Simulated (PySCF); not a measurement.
# LiI⁻: one state, many levels of theory

State: ²Σ⁺ (doublet), unpaired electrons σ ↑. Set-up: basis Li aug-cc-pVDZ, I aug-cc-pVDZ-PP with ECP28; scalar-relativistic core potentials; PySCF 2.14. De refers to Li + I⁻ in their ground configurations, without counterpoise correction. The functionals are run spin-unrestricted. A positive dipole points towards I; it is taken about the centre of mass and depends on that origin.

```tsv
Level	Re (Å)	ωe (cm⁻¹)	De (eV)	μ (D)	CPU s a point (SCF and correlation, without the integrals)
UHF	2.618	337	n/a	9.34	0.22
UHF-MP2	2.591	340	1.25	n/a	0.46
UHF-SCS-MP2	2.591	336	1.24	n/a	n/a
PBE	2.584	347	1.25	9.13	0.93
PBEsol	2.567	352	1.30	9.31	0.59
TPSS	2.591	345	1.24	9.17	1.4
r²SCAN	2.586	346	1.25	9.17	1.3
TPSSh	2.587	347	1.24	9.13	1.5
PBE0	2.576	352	1.25	9.09	1.5
CAM-B3LYP	2.567	355	1.21	8.91	1.7
```

Question: What does a quarter of exact exchange do here, going from PBE to PBE0?

Answer: PBE0 less PBE: -0.8 pm in Re, +1.4 % in ωe, +0.00 eV in De. Exact exchange removes part of the self-interaction that spreads semilocal densities, and in most molecules shortens and stiffens the bond and lowers De; so it does here.

Question: What does a tenth of exact exchange do here, going from TPSS to TPSSh?

Answer: TPSSh less TPSS: -0.4 pm in Re, +0.6 % in ωe, +0.00 eV in De. Exact exchange removes part of the self-interaction that spreads semilocal densities, and in most molecules shortens and stiffens the bond and lowers De; so it does here.

Question: What does second-order correlation do here, going from UHF to UHF-MP2?

Answer: UHF-MP2 less UHF: -2.7 pm in Re, +0.9 % in ωe. Correlation nearly always deepens the well. The bond shortens, as in weak, metallic or heavy-atom bonds, where dispersion and the correlation of outer-core electrons pull the atoms together.

Correlated steps freeze 4 core orbitals. Correlated levels converge slowly with the basis: in double zeta they bind strong bonds too weakly, by up to about 1 eV, and carry superposition errors of some tenths. Spin–orbit coupling is left out. For an ion De counts to the pair picked by the measured ionisation energies or electron affinities, which need not be the lowest pair at this level. Counting both spins, an empty level lies below a filled one in some of these solutions, because spin and occupation are held. The highest Kohn–Sham level is positive in this anion. Much of that is self-interaction error, but it also means that the finite basis helps to hold the extra electron. The state was picked by a PBE0 search and need not be the measured ground state.

The whole job (state search and all levels along the bond) took about 3.3 min on 1 thread of Arm Neoverse N1 (shared host), peak memory 0.73 GiB.
